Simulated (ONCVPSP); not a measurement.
How hard is this beryllium ONCV potential?

Be, optimised norm-conserving Vanderbilt (ONCV), made with ONCVPSP 4.0.1 (Wu-Cohen, fully relativistic). Core [He], reference 2s1 2p1. Waves: 2s: rc 2.05 bohr, ncon 4, nbas 7, qcut 3.5 1/bohr, 2 projectors, debl 1.1 Ha; 2p: rc 3.60 bohr, ncon 4, nbas 9, qcut 4.7 1/bohr, 2 projectors, debl 2.8 Ha; d scattering state at 0.21 Ha: rc 3.65 bohr, ncon 4, nbas 8, qcut 3.1 1/bohr, 2 projectors, debl 1.8 Ha. Local part: polynomial inside 1.55 bohr (lpopt 5, dvloc0 4 Ha). Core correction: polynomial model core, fcfact 0.35.

Open shells are filled in proportion to 2j + 1.

For each optimised wave give the share of its norm inside rc, the residual kinetic energy above qcut (Ha) and the cutoffs (Ha) for errors of 10, 1, 0.1 and 0.01 mHa per electron.

```json
{"wave": "2s", "norm inside rc": "0.362", "residual KE": "3.6e-04", "10 mHa": "2.2", "1 mHa": "5.1", "0.1 mHa": "12.9", "0.01 mHa": "27.1"}
{"wave": "s projector 2", "norm inside rc": "0.273", "residual KE": "1.6e-03", "10 mHa": "4.8", "1 mHa": "6.7", "0.1 mHa": "15.5", "0.01 mHa": "28.4"}
{"wave": "2p j=3/2", "norm inside rc": "0.690", "residual KE": "1.6e-10", "10 mHa": "2.8", "1 mHa": "4.5", "0.1 mHa": "6.0", "0.01 mHa": "7.2"}
{"wave": "p projector 2 j=3/2", "norm inside rc": "0.281", "residual KE": "3.6e-06", "10 mHa": "7.3", "1 mHa": "8.8", "0.1 mHa": "10.0", "0.01 mHa": "11.3"}
{"wave": "2p j=1/2", "norm inside rc": "0.691", "residual KE": "1.6e-10", "10 mHa": "2.8", "1 mHa": "4.5", "0.1 mHa": "6.0", "0.01 mHa": "7.2"}
{"wave": "p projector 2 j=1/2", "norm inside rc": "0.281", "residual KE": "3.6e-06", "10 mHa": "7.3", "1 mHa": "8.8", "0.1 mHa": "10.0", "0.01 mHa": "11.3"}
{"wave": "d projector 1 j=5/2", "norm inside rc": "0.396", "residual KE": "1.5e-06", "10 mHa": "1.1", "1 mHa": "2.2", "0.1 mHa": "3.3", "0.01 mHa": "4.0"}
{"wave": "d projector 2 j=5/2", "norm inside rc": "0.285", "residual KE": "2.2e-03", "10 mHa": "4.0", "1 mHa": "6.4", "0.1 mHa": "19.9", "0.01 mHa": "23.5"}
{"wave": "d projector 1 j=3/2", "norm inside rc": "0.396", "residual KE": "1.5e-06", "10 mHa": "1.1", "1 mHa": "2.2", "0.1 mHa": "3.3", "0.01 mHa": "4.0"}
{"wave": "d projector 2 j=3/2", "norm inside rc": "0.285", "residual KE": "2.2e-03", "10 mHa": "4.0", "1 mHa": "6.4", "0.1 mHa": "19.9", "0.01 mHa": "23.5"}
```

The occupied waves need 5.1 Ha and 13 Ha for 1 and 0.1 mHa.
